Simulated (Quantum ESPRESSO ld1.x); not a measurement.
Input file for ld1.x (Quantum ESPRESSO 7.5):

```
 &input
    atom='As',
    iswitch=1,
    rel=1,
    lsd=1,
    dft='PW',
    config='[Ar] 3d9.5 4s2 4f0.5',
    prefix='ld1',
    max_out_wfc=37,
    file_charge='ld1.rho',
 /
```

Standard output:

```
     Program LD1 v.7.5 starts

     --------------------------- All-electron run ----------------------------

     scalar relativistic calculation

     atomic number is 33.00
     dft =PW   lsd =1 sic =0 latt =0  beta=0.20 tr2=1.0E-14
     Exchange-correlation= PW
                           (   1   4   0   0   0   0   0)
     mesh =2013 r(mesh) =  99.43383 a.u. xmin = -8.00 dx = 0.00800
     1 Ry =  13.60569312 eV, c = 137.03599908

     n l     nl                  e(Ry)          e(Ha)          e(eV)
     1 0     1S 1( 1.00)      -863.2500      -431.6250    -11745.1146
     2 0     2S 1( 1.00)      -112.5134       -56.2567     -1530.8226
     2 1     2P 1( 3.00)       -99.1822       -49.5911     -1349.4428
     3 0     3S 1( 1.00)       -17.2269        -8.6134      -234.3834
     3 1     3P 1( 3.00)       -13.0939        -6.5470      -178.1518
     3 2     3D 1( 5.00)        -6.2623        -3.1312       -85.2032
     4 0     4S 1( 1.00)        -3.6320        -1.8160       -49.4163
     4 3     4F 1( 0.50)        -0.8196        -0.4098       -11.1510
     1 0     1S 2( 1.00)      -863.2494      -431.6247    -11745.1064
     2 0     2S 2( 1.00)      -112.4793       -56.2396     -1530.3584
     2 1     2P 2( 3.00)       -99.1560       -49.5780     -1349.0856
     3 0     3S 2( 1.00)       -17.1752        -8.5876      -233.6811
     3 1     3P 2( 3.00)       -13.0433        -6.5216      -177.4625
     3 2     3D 2( 4.50)        -6.2118        -3.1059       -84.5165
     4 0     4S 2( 1.00)        -3.6148        -1.8074       -49.1816
     4 3     4F 2( 0.00)        -0.7820        -0.3910       -10.6402

     final scf error:  9.7E-15 reached in  32 iterations

     Etot =   -4508.871740 Ry,   -2254.435870 Ha,  -61346.325228 eV
     Total magnetization:    1.00 Bohr mag.

     Ekin =    4594.356411 Ry,    2297.178205 Ha,   62509.403423 eV
     Encl =  -10779.028941 Ry,   -5389.514471 Ha, -146656.159941 eV
     Eh   =    1834.045710 Ry,     917.022855 Ha,   24953.463103 eV
     Exc  =    -158.244919 Ry,     -79.122460 Ha,   -2153.031812 eV

     normalization and overlap integrals

     s(1S/1S) =  1.000000  <r> =   0.0456  <r2> =    0.0028  r(max) =   0.0298
     s(1S/2S) = -0.005323
     s(1S/3S) = -0.002034
     s(1S/4S) = -0.000728
     s(2S/2S) =  1.000000  <r> =   0.2031  <r2> =    0.0486  r(max) =   0.1706
     s(2S/3S) = -0.001196
     s(2S/4S) = -0.000417
     s(2P/2P) =  1.000000  <r> =   0.1774  <r2> =    0.0385  r(max) =   0.1364
     s(2P/3P) = -0.000966
     s(3S/3S) =  1.000000  <r> =   0.5966  <r2> =    0.4100  r(max) =   0.5228
     s(3S/4S) = -0.000250
     s(3P/3P) =  1.000000  <r> =   0.6132  <r2> =    0.4414  r(max) =   0.5187
     s(3D/3D) =  1.000000  <r> =   0.6571  <r2> =    0.5388  r(max) =   0.4712
     s(4S/4S) =  1.000000  <r> =   1.6841  <r2> =    3.2068  r(max) =   1.4911
     s(4F/4F) =  1.000000  <r> =   4.3887  <r2> =   21.6728  r(max) =   3.8942
     s(1S/1S) =  1.000000  <r> =   0.0456  <r2> =    0.0028  r(max) =   0.0298
     s(1S/2S) = -0.005324
     s(1S/3S) = -0.002033
     s(1S/4S) = -0.000728
     s(2S/2S) =  1.000000  <r> =   0.2031  <r2> =    0.0486  r(max) =   0.1706
     s(2S/3S) = -0.001196
     s(2S/4S) = -0.000417
     s(2P/2P) =  1.000000  <r> =   0.1773  <r2> =    0.0385  r(max) =   0.1364
     s(2P/3P) = -0.000966
     s(3S/3S) =  1.000000  <r> =   0.5969  <r2> =    0.4104  r(max) =   0.5228
     s(3S/4S) = -0.000250
     s(3P/3P) =  1.000000  <r> =   0.6137  <r2> =    0.4421  r(max) =   0.5187
     s(3D/3D) =  1.000000  <r> =   0.6587  <r2> =    0.5417  r(max) =   0.4712
     s(4S/4S) =  1.000000  <r> =   1.6828  <r2> =    3.2002  r(max) =   1.4911
     s(4F/4F) =  1.000000  <r> =   4.4391  <r2> =   22.2865  r(max) =   3.8942

     ------------------------ End of All-electron run ------------------------
```

Run on one thread of a shared host, so times are rough (Intel(R) Xeon(R) Processor @ 2.60GHz): 0.76 s of CPU time, 1.1 s wall, 32 iterations on 2013 mesh points.
